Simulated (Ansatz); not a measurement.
Compare A (`CC[SiH](F)F`) with its isomer B (`C[SiH2]C(F)F`).

Gas-phase electronic energies from Ansatz, PBE0-D4/def2-TZVP geometries. CCSD(T)/CBS adds triple-zeta CCSD(T) − MP2 to the extrapolated MP2 energy (def2 sets, frozen cores). DFT in def2-TZVPP. B3LYP here is the variant with VWN-RPA as its local correlation; programs differ in this. One conformer a species, not always the lowest.

A:

```xyz
11

C     0.5798    1.2571   -0.3156
C     0.6817   -0.2161    0.0809
Si   -0.9481   -1.0666    0.2520
F    -1.8344   -0.3232    1.3462
F    -1.7538   -0.9729   -1.1184
H     1.5689    1.7114   -0.4029
H     0.0747    1.3756   -1.2765
H     0.0165    1.8294    0.4247
H     1.2130   -0.3254    1.0338
H     1.2710   -0.7758   -0.6550
H    -0.8693   -2.4934    0.6306
```

B:

```xyz
11

C     1.425    0.601    0.426
Si   -0.188   -0.296    0.689
C    -1.138   -0.377   -0.979
F    -1.342    0.889   -1.461
F    -2.367   -0.949   -0.808
H     1.979    0.683    1.364
H     1.243    1.610    0.048
H     2.057    0.075   -0.293
H     0.028   -1.700    1.129
H    -1.069    0.405    1.656
H    -0.628   -0.941   -1.771
```

(1) Which is lower in electronic energy at CCSD(T)/CBS, and by how much? (Best estimate.)

(2) Give E(B) − E(A) in kJ/mol with CCSD/def2-TZVPP, r2SCAN-D4, MP2/def2-TZVPP, B3LYP-D4, PBE0-D4, CCSD(T)/def2-TZVPP, HF/def2-TZVPP. (Estimate.)

Largest T1 diagnostic: 0.012.

Results:

(1) Computed: A, by 422.6 kJ/mol.

(2) Ansatz gave: CCSD/def2-TZVPP 418.7, r2SCAN-D4 404.5, MP2/def2-TZVPP 434.3, B3LYP-D4 402.4, PBE0-D4 396.0, CCSD(T)/def2-TZVPP 415.2, HF/def2-TZVPP 421.5. None reverses the order clearly.

From PBE to PBE0 (25 % exact exchange), in def2-TZVPP and without D4, E(B) − E(A) moves by +15.5 kJ/mol.
